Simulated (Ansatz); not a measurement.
## Energy profile

The step: AlN₃H₆ ([NH2][Al]([NH2])[NH2]) + H₂ → AlN₂H₅ ([NH2][AlH][NH2]) + NH₃ (still joined by a long Al–N bond); bonds formed: Al1–H6, N2–H5; bonds broken: H5–H6; bonds weakened to dative contacts: Al1–N2 (atoms numbered as in the saddle structure below).

```
12
angstrom
Al -0.0062 -0.2029 -0.1288
N 0.2221 1.4498 0.7779
N -1.2006 -0.0943 -1.4382
N 0.2263 -1.7079 0.7857
H 1.3193 1.0175 0.0746
H 1.7115 0.2951 -0.5331
H 0.3337 1.4639 1.7829
H -0.1943 2.3173 0.4683
H -1.6359 0.7533 -1.7612
H -1.3958 -0.8430 -2.0820
H 1.1136 -2.0553 1.1081
H -0.4934 -2.3934 0.9456
```

Electronic energies by CCSD(T) at an estimated basis limit (MP2 extrapolated from triple and quadruple zeta, plus CCSD(T) − MP2 in triple zeta), on PBE0-D4/def2-TZVP structures; AlN₃H₈, singlet; no counterpoise correction. Ansatz 0.2.0; basis: def2-TZVPP and def2-QZVPP; cores frozen in the correlated methods. Extrapolation: Hartree–Fock as exp(−7.88 √X), correlation as X^−2.97.

(1) Give the profile in kcal/mol, counted from the separated reactants. (To be estimated.)

The T1 diagnostic stays at or below 0.012.

Answers

(1) By the calculation:
| point | kcal/mol |
| --- | --- |
| separated: AlN₃H₆ (linked as [NH2][Al]([NH2])[NH2]; Al1, N2, N3, N4, H7, H8, H9, H10, H11, H12; singlet) + H₂ (H5, H6; singlet) | 0.00 |
| start structure | -0.38 |
| saddle | 24.40 |
| end structure | -6.72 |
| separated: AlN₂H₅ (linked as [NH2][AlH][NH2]; Al1, N3, N4, H6, H9, H10, H11, H12; singlet) + NH₃ (N2, H5, H7, H8; singlet) | 14.04 |

For scale, one of the runs: CCSD(T)/def2-TZVPP, 247 basis functions, launched by `ansatz run in.yaml --threads 4 --pin off --events-out ev --progress --plain --max-ram 9574MiB`. Hardware: 4 CPU threads of an Arm Neoverse V1, shared host. Wall time 120 s; peak host memory 5.1 GiB.
